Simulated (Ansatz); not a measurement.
This geometry of C₂H₆BNa (10 atoms, charge 0, multiplicity 1) is a first-order saddle point.

All numbers below come from RKS revPBE/def2-SVP in Ansatz.

```xyz
10
Properties=species:S:1:pos:R:3
C -0.142 1.178 -0.845
B -0.288 -0.162 -0.198
C 0.823 -0.816 0.755
Na -2.406 -1.477 -0.698
H 0.757 1.830 -0.707
H -1.162 0.791 0.169
H -0.919 1.660 -1.466
H 1.157 -1.800 0.360
H 0.441 -1.019 1.779
H 1.739 -0.184 0.852
```

Question: Which two structures does it join? (They come from a converged band through this point; their orientation in space is the band's.)

Answer: Bonds broken: C1–H6. Bonds formed: C1–Na4, B2–H6.

First end point:

```xyz
10
Properties=species:S:1:pos:R:3
C -0.377 1.228 -0.547
B -0.318 -0.331 -0.248
C 0.863 -0.891 0.650
Na -2.248 -1.871 -0.985
H 0.603 1.762 -0.483
H -1.024 1.645 0.266
H -0.885 1.514 -1.490
H 1.107 -1.965 0.526
H 0.470 -0.798 1.695
H 1.807 -0.293 0.616
```

Last end point:

```xyz
10
Properties=species:S:1:pos:R:3
C -0.302 1.046 -0.916
B -0.368 0.163 0.287
C 0.844 -0.705 0.888
Na -1.690 -0.797 -1.707
H 0.636 1.252 -1.470
H -1.474 0.043 0.861
H -1.114 1.760 -1.175
H 0.600 -1.783 1.031
H 1.090 -0.335 1.911
H 1.779 -0.644 0.290
```

Question: How far does it lie above each of them?

Answer: 0.81 eV above the first and 2.02 eV above the second. This is the barrier of this one path; another mechanism may lie lower. The orbitals stay closed-shell, which can raise the energy where a bond breaks towards radicals; this wasn't checked here.

Time of the run: 3.6 min on 2 threads of Arm Neoverse V1, with other jobs on the host, peak memory 0.12 GiB.
